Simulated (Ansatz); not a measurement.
[WOCl4]- (WCl₄O⁻). Total charge -1; doublet. Geometry PBE-D4/def2-SVPD; atoms count from 1.

```tsv
atom	x (Å)	y (Å)	z (Å)
W1	0.0377	0.1064	0.0857
O2	0.5031	1.3818	1.1134
Cl3	0.6112	0.8208	-2.1210
Cl4	-2.2223	0.5757	-0.5339
Cl5	-0.8833	-1.5703	1.5172
Cl6	1.9537	-1.3144	-0.0614
```

In the def2 sets W takes a core potential; there is no spin–orbit coupling. No other spin state of charge -1 was run.

(1) Estimate the Mulliken populations from the PBE0/def2-TZVPD orbitals of Ansatz.

(2) Where does the spin sit?

(3) And the Mayer bond orders between bonded heavy atoms (over 0.3)?

## Answers

(1) 
```tsv
atom	charge (e)	spin (α − β)	d electrons
W1	1.46	1.02	3.62
O2	-0.36	-0.09	–
Cl3	-0.53	0.02	–
Cl4	-0.53	0.02	–
Cl5	-0.53	0.02	–
Cl6	-0.53	0.02	–
```
Mulliken values and Mayer orders depend strongly on the basis. With diffuse functions, as here, like atoms can get unlike values, and bond orders can come out too low or too high.

(2) Summed by element: W 1.02, O -0.09, Cl 0.07, of 1 unpaired in all. Largest on single atoms: W1 1.02, O2 -0.09, Cl6 0.02.

(3) W1–O2 1.94 (1.70 Å); W1–Cl3 0.77 (2.39 Å); W1–Cl4 0.77 (2.39 Å); W1–Cl5 0.77 (2.39 Å); W1–Cl6 0.77 (2.39 Å).
